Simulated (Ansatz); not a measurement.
Ideal-gas functions of Cl$_{3}$GaH$_{2}$S, SMILES `[SH2+][Ga-]([Cl])([Cl])[Cl]` at 800 K and 1 bar, from an Ansatz frequency run at PBE0-D4/def2-TZVP.

Molar mass 210.17 g/mol, point group Cs (symmetry number 1), electronic degeneracy 1, moments of inertia 456.157, 461.422, 480.719 u Å². Harmonic wavenumbers (cm⁻¹, unscaled): 65, 85, 104, 122, 122, 143, 206, 365, 432, 440, 496, 538, 1193, 2701, 2714.

Use S(trans) = R[1.5 ln M + 2.5 ln T − 1.1517]; rotational temperatures θ = 24.2544 K / I; S(rot) = R[ln(√π/σ · √(T³/θAθBθC)) + 1.5]; for each mode x = 1.438777 ν̃/T, S = R[x/(eˣ − 1) − ln(1 − e⁻ˣ)] and H = RT x/(eˣ − 1); 1 cm⁻¹ = 0.0119627 kJ/mol; R = 8.31446 J/(mol·K).

Task: By hand: the entropy, in J/(mol·K).

Result: Translation 196.1. Rotation: θ = 0.0532, 0.0526, 0.0505 K, giving 137.5. Vibration, mode by mode: 26.17, 23.94, 22.27, 20.94, 20.94, 19.63, 16.62, 11.96, 10.62, 10.47, 9.53, 8.91, 3.40, 0.38, 0.37, in all 206.1. Electronic 0.0. Sum 539.7 J/(mol·K).

Task: By hand: H − E and G − E in kJ/mol, counted from the electronic energy.

Result: Zero-point energy ½ × 9726 × 0.0119627 = 58.2; thermal vibration 65.6; translation, rotation and pV give 4 RT = 26.6. H − E = 150.4 kJ/mol, and G − E = 150.4 − 800 × 539.7/1000 = -281.4 kJ/mol.

Vibration gives 38 % of the entropy, 133.9 J/(mol·K) of it from the modes under 150 cm⁻¹: soft modes count most, and the harmonic formula is weakest for them. The sum counts one conformer and one mirror image; others add a mixing term.
